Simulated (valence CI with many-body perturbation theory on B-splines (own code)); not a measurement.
Sm XLI: M1 decay

Method: valence CI with perturbative core correlation (CI+MBPT): four valence electrons over a frozen Dirac-Fock core [Ar], radial functions for each j: 9 s, 9 p, 10 d, 8 f, 5 g, 3 h, 1 i, with the one-electron correlation potential Σ1, the two-electron term Σ2, the three-electron term Σ3, Breit, model QED; selected CI, second order for the rest (own B-spline code, finite nucleus).

The last digits are not significant, and no measured levels were compared; by estimate large intervals hold to a few tenths of a per cent, small ones and those within an open d or f shell to about a per cent. Only levels of the ground parity were solved; by the run's estimate the other parity begins above the list, which can be wrong where configurations are misplaced.

Lines 51 to 100 of 120 in falling wavelength, among levels below 1334800 cm⁻¹, chosen from the decays that carry over 1 % of a level's rate. Wavelengths and rates use the calculated energies. S is in atomic units (e²a₀⁴ for E2 and M2, e²a₀⁶ for E3), for M1 in squared Bohr magnetons. Weak lines are less certain than strong ones. Lines between different terms over intervals too small for the method are left out, as are lines whose strength nearly cancels. The highest levels of a list are the least certain.

Levels are named by their leading jj configuration (3d3/2^4 stands for four electrons in 3d with j = 3/2), which in mixed levels can hold well under half, so a name can repeat and another be missing. Letters in brackets count levels of one name in rising energy.

```
λ vac (nm)                      Upper                      Lower  Type   A (s⁻¹)  S (a.u.)
     39.10  (3d3/2^2 3d5/2^2) J=4 [b]        (3d3/2^3 3d5/2) J=3    M1  4.08e+04  8.13e-01
     38.99    (3d3/2 3d5/2^3) J=2 [a]  (3d3/2^2 3d5/2^2) J=2 [b]    M1  1.10e+05  1.21e+00
     38.86    (3d3/2 3d5/2^3) J=4 [a]  (3d3/2^2 3d5/2^2) J=3 [a]    M1  1.23e+05  2.40e+00
     38.56    (3d3/2 3d5/2^3) J=3 [c]  (3d3/2^2 3d5/2^2) J=4 [c]    M1  1.19e+05  1.78e+00
     38.49  (3d3/2^2 3d5/2^2) J=3 [b]        (3d3/2^3 3d5/2) J=3    M1  2.29e+04  3.38e-01
     38.47        (3d3/2 3d5/2^3) J=5      (3d3/2^2 3d5/2^2) J=5    M1  8.49e+04  1.97e+00
     38.08    (3d3/2 3d5/2^3) J=2 [a]  (3d3/2^2 3d5/2^2) J=3 [b]    M1  1.51e+05  1.55e+00
     37.61  (3d3/2^2 3d5/2^2) J=2 [b]        (3d3/2^3 3d5/2) J=3    M1  9.95e+02  9.81e-03
     37.56  (3d3/2^2 3d5/2^2) J=2 [d]  (3d3/2^2 3d5/2^2) J=3 [a]    M1  3.59e+03  3.52e-02
     37.42        (3d3/2 3d5/2^3) J=6      (3d3/2^2 3d5/2^2) J=5    M1  1.39e+05  3.52e+00
     37.40    (3d3/2 3d5/2^3) J=3 [a]  (3d3/2^2 3d5/2^2) J=2 [a]    M1  3.28e+05  4.45e+00
     37.40              (3d5/2^4) J=4        (3d3/2 3d5/2^3) J=5    M1  1.14e+05  1.99e+00
     37.31        (3d3/2 3d5/2^3) J=0      (3d3/2^2 3d5/2^2) J=1    M1  2.50e+05  4.81e-01
     37.25    (3d3/2 3d5/2^3) J=3 [b]  (3d3/2^2 3d5/2^2) J=2 [b]    M1  6.85e+04  9.20e-01
     37.22    (3d3/2 3d5/2^3) J=4 [b]  (3d3/2^2 3d5/2^2) J=4 [c]    M1  1.34e+05  2.31e+00
     36.87  (3d3/2^2 3d5/2^2) J=2 [a]        (3d3/2^3 3d5/2) J=1    M1  3.21e+05  2.98e+00
     36.77    (3d3/2 3d5/2^3) J=4 [a]  (3d3/2^2 3d5/2^2) J=4 [a]    M1  3.15e+05  5.23e+00
     36.43    (3d3/2 3d5/2^3) J=3 [b]  (3d3/2^2 3d5/2^2) J=3 [b]    M1  1.44e+05  1.80e+00
     35.90    (3d3/2 3d5/2^3) J=3 [b]  (3d3/2^2 3d5/2^2) J=4 [b]    M1  5.09e+04  6.12e-01
     35.73  (3d3/2^2 3d5/2^2) J=2 [d]  (3d3/2^2 3d5/2^2) J=2 [a]    M1  1.52e+03  1.28e-02
     35.40    (3d3/2 3d5/2^3) J=3 [c]  (3d3/2^2 3d5/2^2) J=2 [c]    M1  9.42e+04  1.08e+00
     35.33  (3d3/2^2 3d5/2^2) J=4 [b]        (3d3/2^3 3d5/2) J=4    M1  1.53e+03  2.25e-02
     34.91  (3d3/2^2 3d5/2^2) J=3 [b]        (3d3/2^3 3d5/2) J=2    M1  7.73e+03  8.54e-02
     34.89    (3d3/2 3d5/2^3) J=1 [b]  (3d3/2^2 3d5/2^2) J=2 [c]    M1  1.37e+05  6.47e-01
     34.84  (3d3/2^2 3d5/2^2) J=3 [b]        (3d3/2^3 3d5/2) J=4    M1  1.42e+05  1.56e+00
     34.19  (3d3/2^2 3d5/2^2) J=2 [b]        (3d3/2^3 3d5/2) J=2    M1  3.98e+04  2.95e-01
     34.12              (3d5/2^4) J=2    (3d3/2 3d5/2^3) J=2 [a]    M1  2.18e+05  1.60e+00
     33.79    (3d3/2 3d5/2^3) J=2 [a]      (3d3/2^2 3d5/2^2) J=1    M1  8.78e+04  6.28e-01
     33.62              (3d5/2^4) J=4    (3d3/2 3d5/2^3) J=4 [a]    M1  3.39e+05  4.30e+00
     33.36    (3d3/2 3d5/2^3) J=1 [a]  (3d3/2^2 3d5/2^2) J=2 [a]    M1  2.99e+05  1.24e+00
     33.22              (3d5/2^4) J=4    (3d3/2 3d5/2^3) J=3 [a]    M1  2.78e+05  3.40e+00
     33.12        (3d3/2 3d5/2^3) J=5  (3d3/2^2 3d5/2^2) J=4 [a]    M1  4.67e+04  6.92e-01
     31.59    (3d3/2 3d5/2^3) J=2 [b]  (3d3/2^2 3d5/2^2) J=2 [c]    M1  1.30e+05  7.58e-01
     31.40    (3d3/2 3d5/2^3) J=1 [a]  (3d3/2^2 3d5/2^2) J=0 [a]    M1  3.05e+05  1.05e+00
     29.18  (3d3/2^2 3d5/2^2) J=2 [c]        (3d3/2^3 3d5/2) J=3    M1  3.18e+05  1.46e+00
     29.04    (3d3/2 3d5/2^3) J=2 [a]  (3d3/2^2 3d5/2^2) J=3 [a]    M1  1.60e+05  7.28e-01
     28.47              (3d5/2^4) J=2    (3d3/2 3d5/2^3) J=1 [a]    M1  3.20e+05  1.37e+00
     28.07    (3d3/2 3d5/2^3) J=3 [b]  (3d3/2^2 3d5/2^2) J=3 [a]    M1  4.18e+04  2.40e-01
     27.51    (3d3/2 3d5/2^3) J=1 [b]  (3d3/2^2 3d5/2^2) J=2 [b]    M1  1.05e+04  2.43e-02
     27.33  (3d3/2^2 3d5/2^2) J=4 [c]        (3d3/2^3 3d5/2) J=3    M1  8.97e+04  6.11e-01
     27.25              (3d5/2^4) J=4  (3d3/2^2 3d5/2^2) J=4 [c]    M1  9.10e+04  6.14e-01
     27.07  (3d3/2^2 3d5/2^2) J=2 [c]        (3d3/2^3 3d5/2) J=2    M1  7.73e+04  2.84e-01
     27.07    (3d3/2 3d5/2^3) J=3 [c]  (3d3/2^2 3d5/2^2) J=4 [b]    M1  1.52e+04  7.82e-02
     27.04    (3d3/2 3d5/2^3) J=3 [b]  (3d3/2^2 3d5/2^2) J=2 [a]    M1  1.10e+04  5.66e-02
     26.96    (3d3/2 3d5/2^3) J=3 [b]  (3d3/2^2 3d5/2^2) J=4 [a]    M1  5.60e+04  2.85e-01
     26.84  (3d3/2^2 3d5/2^2) J=2 [b]        (3d3/2^3 3d5/2) J=1    M1  2.14e+04  7.67e-02
     26.68    (3d3/2 3d5/2^3) J=4 [b]  (3d3/2^2 3d5/2^2) J=3 [b]    M1  1.09e+05  6.89e-01
     26.07              (3d5/2^4) J=2    (3d3/2 3d5/2^3) J=3 [a]    M1  2.06e+05  6.76e-01
     25.62  (3d3/2^2 3d5/2^2) J=0 [b]      (3d3/2^2 3d5/2^2) J=1    M1  1.34e+05  8.34e-02
     25.42    (3d3/2 3d5/2^3) J=2 [b]  (3d3/2^2 3d5/2^2) J=2 [b]    M1  1.48e+04  4.50e-02
```
